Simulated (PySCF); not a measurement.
# Structure from NMR data

An unknown has the formula C4H9FSi. Its calculated NMR data are:

$^{1}$H NMR (500 MHz, computed): δ 6.47 (m, 1H), 5.64 (m, 2H), 4.14 (s, 3H), 1.81 (s, 3H).

$^{13}$C{$^{1}$H} NMR (computed): δ 151.0 (CH), 136.4 (C), 86.3 (CH2), 20.5 (CH3).

- shielding tensors at PBE0/pcSseg-1 (GIAO)
- structure optimised with GFN2-xTB
- code: PySCF 2.14.0 with density-fitted response routines
- no solvent, averaged over atoms made equivalent by symmetry, fast rotation or ring inversion, non-relativistic Hamiltonian, one conformer

References, each an isolated molecule treated in the same way: $^{1}$H (σ = 31.72 ppm), $^{13}$C (σ = 186.93 ppm) vs TMS.

What is the structure?

Results:


1. The formula gives 1 degree of unsaturation (no ring in the answer).
2. 4 carbon signals for 4 carbons: no two carbons are equivalent.
3. Carbon types of the structure: 1 × C, 1 × CH, 1 × CH2, 1 × CH3, leaving 3 H on heteroatoms.
4. δC 151.0: alkene CH; an sp2 carbon of a C=C bond.
5. δC 136.4: fully substituted alkene carbon; the olefinic region.
6. δC 86.3: allylic sp3 CH2 bonded to F; the inductive effect lowers its shielding.
7. δC 20.5: allylic methyl carbon; aliphatic region, no heteroatom directly attached.
8. δH 6.47: hydrogen on an alkene CH; attached to an sp2 carbon and in the plane of the double bond.
9. δH 5.64: hydrogen on an allylic sp3 CH2 bonded to F; its carbon carries F, which withdraws density.
10. δH 1.81: hydrogen on an allylic methyl carbon; allylic position.

Structure: SMILES C/C([SiH3])=C\CF.

The shifts were computed for this structure.

Splittings by $^{19}$F in the carbon and heteronuclear signals aren't shown, as no couplings were computed. Shifts are as computed. Against solution values, carbons near 30 ppm lie about +3 ppm off and those near 130 ppm about +5 ppm. Of 1211 compounds with measured shifts, 218 miss one by over three times the rms of a fit or turn the order of signals round; such compounds aren't used in these exercises. No couplings were computed; multiplicities are counted from neighbouring protons, with m where these are inequivalent, close in shift, in a saturated or five-membered ring or joined by F or P, and br s for small geminal =CH2 splittings.
